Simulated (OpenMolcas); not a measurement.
# Mn3+: the spin-orbit constant, Racah parameters, worked from levels

```yaml
Program: OpenMolcas 26.06
Basis: ANO-R2 [7s4p4d2f1g]
Scalar_Hamiltonian: X2C, finite nucleus
Active_space: 10 electrons in 8 orbitals (RAS1 3p, at most 2 holes; RAS2 3d)
State_averaging: 2S+1 = 5 even, 5 roots; 2S+1 = 3 even, 45 roots; 2S+1 = 1 even, 44 roots
Spin-orbit_coupling: RASSI with atomic mean-field integrals over the reference wave functions, term energies averaged over their components
```

Methods: RASSCF; MS-RASPT2, IPEA 0.25 Eh, imaginary shift 0.1 Eh (closed shells correlated: 3s). Measured levels: Corliss and Sugar, J. Phys. Chem. Ref. Data 6, 1253 (1977).

**The spin-orbit constant.** For the Hund term 5D of d4, E(J) = (A/2) J(J+1) + constant and ζ = 2S·A = 4A. From J = 0 to J = 4 the energy changes by 10 A.

```
   Source  E(4) - E(0)     A    ζ
   RASSCF        975.9  97.6  390
MS-RASPT2        975.1  97.5  390
 measured        885.8  88.6  354
```

All in cm-1. MS-RASPT2 is off by +10.1 % and RASSCF by +10.2 %. Both methods take the spin-orbit matrix elements from the reference wave functions, so the second can move ζ only through the term energies and any multistate remixing. Second-order mixing with other terms is absorbed into this ζ.

**Racah parameters.** Above 5D, d4 has 3G at 9B + 4C, 3H at 4B + 4C and 3D at 16B + 4C. The first two fix B and C, and the third tests them; where it misses by thousands of cm-1, two parameters do not describe the configuration (Trees and configuration-interaction terms are left out) and B and C hang on the terms chosen. Term energies are centres of gravity, weighted by 2J + 1.

| Source | 3G | 3H | B | C | C/B | 3D from B, C | 3D found |
| --- | --- | --- | --- | --- | --- | --- | --- |
| RASSCF | 30154 | 25312 | 968 | 5360 | 5.54 | 36928 | 36788 |
| MS-RASPT2 | 26033 | 21428 | 921 | 4436 | 4.82 | 32480 | 32252 |
| measured | 25153 | 20960 | 839 | 4401 | 5.25 | 31028 | 30911 |

Energies in cm-1. From RASSCF to MS-RASPT2, B changes by -4.9 % and C by -17.2 %. Against the measured terms, MS-RASPT2 has B off by +9.8 % and C by +0.8 %.

CASPT2 does not keep the components of a term degenerate, so their means are used; among the terms shown or strongly mixed into the levels shown the widest spread is 560 cm-1 (3d4 3H, MS-RASPT2). Active for correlation alone: 3p; no level in the range computed is led by a configuration that opens it, so any true level of that kind is missing. Without dynamic correlation excited terms often stand tens of per cent too high (terms of higher spin than the ground term too low), and those without a measured partner can miss by more than the paired ones (holds for RASSCF). Measured partners are found by configuration, term and J. A level has none where our copy of the source lacks it or the pairing is in doubt (some pairs that miss far off the trend of their configuration count as doubtful), and it then counts in no deviation. Only configurations of the active space appear.
